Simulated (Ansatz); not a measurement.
Born–Oppenheimer molecular dynamics of F₃HOZr (6 atoms, charge 0, multiplicity 1). It starts from a relaxed structure.

Method: RKS PBE0-D4/def2-SVP in Ansatz 0.2.0.

```json
{
  "ensemble": "NVT, Nosé–Hoover chain",
  "time step": "0.5 fs",
  "steps asked": "100",
  "set temperature": "200 K",
  "thermostat": "time constant 50 fs, chain length 1",
  "seed": "560009"
}
```

Frames 0.5 fs apart, positions in Å, forces in eV/Å.

Velocities at 30.0 fs (Å/ps):

```
Zr 0.08 0.29 -0.67
O 1.16 -0.03 1.14
H 9.23 1.04 -12.17
F -3.10 1.09 2.13
F 1.95 0.14 0.91
F -0.70 -2.64 -0.12
```

```xyz
6
Properties=species:S:1:pos:R:3:forces:R:3 time_fs=30.0 energy_less_start_eV=0.067 T=85
Zr -0.108 -0.032 -0.075 -0.50 -0.61 0.93
O -0.260 -0.104 1.836 -0.03 0.01 -1.60
H -0.386 -0.083 2.768 -0.11 0.01 0.95
F 1.747 0.046 -0.355 0.61 -0.05 -0.29
F -0.824 1.603 -0.722 -0.18 0.09 -0.14
F -0.881 -1.619 -0.861 0.21 0.54 0.15
6
Properties=species:S:1:pos:R:3:forces:R:3 time_fs=30.5 energy_less_start_eV=0.076 T=67
Zr -0.108 -0.032 -0.075 -0.55 -0.65 0.96
O -0.259 -0.104 1.837 0.02 0.00 -1.99
H -0.382 -0.083 2.763 -0.16 0.02 1.32
F 1.745 0.047 -0.354 0.66 -0.04 -0.30
F -0.823 1.603 -0.722 -0.19 0.11 -0.14
F -0.882 -1.620 -0.861 0.22 0.56 0.15
6
Properties=species:S:1:pos:R:3:forces:R:3 time_fs=31.0 energy_less_start_eV=0.082 T=56
Zr -0.108 -0.032 -0.075 -0.60 -0.68 0.97
O -0.259 -0.104 1.837 0.04 0.00 -2.15
H -0.377 -0.082 2.761 -0.17 0.03 1.48
F 1.744 0.047 -0.353 0.70 -0.04 -0.31
F -0.822 1.603 -0.721 -0.20 0.12 -0.15
F -0.882 -1.622 -0.861 0.23 0.58 0.16
6
Properties=species:S:1:pos:R:3:forces:R:3 time_fs=31.5 energy_less_start_eV=0.083 T=55
Zr -0.108 -0.032 -0.076 -0.65 -0.72 0.98
O -0.258 -0.104 1.837 0.02 0.00 -2.06
H -0.374 -0.081 2.763 -0.15 0.03 1.38
F 1.743 0.048 -0.352 0.75 -0.04 -0.32
F -0.822 1.603 -0.721 -0.20 0.14 -0.16
F -0.882 -1.623 -0.861 0.24 0.60 0.17
6
Properties=species:S:1:pos:R:3:forces:R:3 time_fs=32.0 energy_less_start_eV=0.079 T=63
Zr -0.108 -0.031 -0.076 -0.69 -0.75 0.99
O -0.258 -0.104 1.836 -0.03 0.01 -1.72
H -0.370 -0.081 2.768 -0.11 0.02 1.05
F 1.741 0.048 -0.351 0.79 -0.04 -0.33
F -0.821 1.603 -0.720 -0.21 0.15 -0.16
F -0.882 -1.624 -0.861 0.24 0.61 0.17
6
Properties=species:S:1:pos:R:3:forces:R:3 time_fs=32.5 energy_less_start_eV=0.074 T=71
Zr -0.108 -0.031 -0.076 -0.73 -0.78 0.99
O -0.257 -0.104 1.835 -0.09 0.02 -1.22
H -0.367 -0.080 2.775 -0.05 0.01 0.56
F 1.740 0.049 -0.350 0.83 -0.04 -0.33
F -0.820 1.603 -0.720 -0.22 0.17 -0.17
F -0.883 -1.625 -0.861 0.25 0.62 0.18
6
Properties=species:S:1:pos:R:3:forces:R:3 time_fs=33.0 energy_less_start_eV=0.073 T=74
Zr -0.108 -0.031 -0.076 -0.77 -0.80 0.98
O -0.256 -0.104 1.834 -0.15 0.03 -0.65
H -0.364 -0.079 2.784 0.01 -0.01 0.00
F 1.739 0.049 -0.349 0.87 -0.04 -0.34
F -0.819 1.603 -0.720 -0.22 0.18 -0.18
F -0.883 -1.626 -0.861 0.25 0.63 0.18
6
Properties=species:S:1:pos:R:3:forces:R:3 time_fs=33.5 energy_less_start_eV=0.077 T=66
Zr -0.108 -0.031 -0.077 -0.80 -0.82 0.97
O -0.256 -0.104 1.833 -0.21 0.05 -0.11
H -0.361 -0.078 2.793 0.07 -0.02 -0.52
F 1.738 0.050 -0.348 0.91 -0.04 -0.35
F -0.818 1.603 -0.719 -0.23 0.19 -0.18
F -0.883 -1.627 -0.861 0.26 0.64 0.18
6
Properties=species:S:1:pos:R:3:forces:R:3 time_fs=34.0 energy_less_start_eV=0.085 T=53
Zr -0.108 -0.031 -0.077 -0.82 -0.84 0.96
O -0.255 -0.104 1.832 -0.26 0.06 0.34
H -0.358 -0.078 2.801 0.11 -0.03 -0.95
F 1.737 0.050 -0.348 0.94 -0.03 -0.35
F -0.817 1.604 -0.719 -0.23 0.21 -0.19
F -0.883 -1.627 -0.861 0.26 0.64 0.19
6
Properties=species:S:1:pos:R:3:forces:R:3 time_fs=34.5 energy_less_start_eV=0.093 T=38
Zr -0.108 -0.031 -0.077 -0.84 -0.85 0.95
O -0.255 -0.104 1.831 -0.29 0.07 0.66
H -0.354 -0.077 2.806 0.14 -0.04 -1.25
F 1.737 0.051 -0.347 0.96 -0.03 -0.36
F -0.817 1.604 -0.719 -0.24 0.21 -0.19
F -0.883 -1.628 -0.861 0.26 0.65 0.19
6
Properties=species:S:1:pos:R:3:forces:R:3 time_fs=35.0 energy_less_start_eV=0.097 T=29
Zr -0.108 -0.031 -0.077 -0.85 -0.86 0.93
O -0.254 -0.104 1.830 -0.30 0.07 0.83
H -0.351 -0.076 2.809 0.15 -0.05 -1.39
F 1.736 0.051 -0.346 0.98 -0.03 -0.36
F -0.816 1.604 -0.719 -0.24 0.22 -0.19
F -0.883 -1.629 -0.861 0.27 0.65 0.19
6
Properties=species:S:1:pos:R:3:forces:R:3 time_fs=35.5 energy_less_start_eV=0.098 T=29
Zr -0.108 -0.032 -0.077 -0.86 -0.87 0.91
O -0.254 -0.104 1.830 -0.29 0.07 0.83
H -0.346 -0.076 2.808 0.14 -0.05 -1.37
F 1.736 0.052 -0.345 0.99 -0.03 -0.36
F -0.815 1.605 -0.718 -0.24 0.23 -0.19
F -0.883 -1.629 -0.860 0.27 0.65 0.19
```

Of the whole run (50 fs, mean temperature of the second half 81 K): The conserved energy stayed within 0.13 meV per atom of its start (net change 0.021 meV per atom), so the integration is sound. The mean temperature of the second half is 60 % below the set value. A run of 0.05 ps of so small a system gives no equilibrium averages.

Run time: 3.2 min on 2 threads of Intel(R) Xeon(R) Platinum 8488C (Sapphire Rapids), on a shared host, peak memory 0.21 GiB.
